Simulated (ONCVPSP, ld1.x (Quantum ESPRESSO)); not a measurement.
## Potentials for B compared

Generated with ld1.x 7.5 (TM, RRKJ, ultrasoft, PAW), atompaw 4.2 or ONCVPSP 4.0.1. The cutoff is in Ry: for ld1.x and atompaw files where the sum of valence levels is converged to 10 mRy in a Bessel basis, for ONCV files where the hardest occupied wave has 1 mHa per electron of residual kinetic energy. The error is the largest all-electron minus pseudo excitation energy over each file’s own four to seven test configurations (ionisations up to +4, promotions, holes and added fractions of an electron), all of which were solved. The labels leave out finer settings (local radius, basis sizes, second energies), which also bear on the numbers. Spin-polarised tests are not counted. The rows are a selection from randomly drawn settings: files with unsolved tests, undetermined cutoffs or missed reference levels are left out.

A true bound ghost makes a file unfit for plane-wave use even where its test errors are small: the radial tests pick states by their node count and pass the ghost by.

| potential | cutoff (Ry) | largest error (meV) | bound ghosts |
| --- | --- | --- | --- |
| ONCV, LDA (Perdew-Zunger), scalar-relativistic, rc 1.00/1.00 (sp), local smoothed, core correction no, reference 2s1, qcut 8.2/7.5, projectors 2/2 | 27 | +136 | s |
| TM, PBEsol, non-relativistic, rc 1.30/1.95/1.90 (spd), local s, core correction no, reference 2s2 2p1 | 25 | +98 | none |
| RRKJ, PBE, scalar-relativistic, rc 1.20/2.70 (sp), local p, core correction yes, reference 2s1.75 2p1.25 | 25 | +228 | none |

Q: Fill in the row for B: ONCV, PBEsol, scalar-relativistic, rc 1.00/1.00/0.80 (spd), local d, core correction yes, reference 2s2, qcut 7.4/6.9/13.1, projectors 2/2/0.

A: cutoff 28 Ry, largest error +18 meV, bound ghosts: s.

Q: Fill in the row for B: ONCV, LDA (Perdew-Wang 92), scalar-relativistic, rc 1.10/1.05 (sp), local smoothed, core correction yes, reference 2s1, qcut 5.7/7.6, projectors 2/2.

A: cutoff 27 Ry, largest error +24 meV, bound ghosts: none.

Q: Fill in the row for B: ONCV, PBEsol, non-relativistic, rc 1.15/3.35/3.25 (spd), local smoothed, core correction yes, reference 2s2 2p1, qcut 4.7/4.9/2.5, projectors 2/1/2.

A: cutoff 23 Ry, largest error +291 meV, bound ghosts: none.
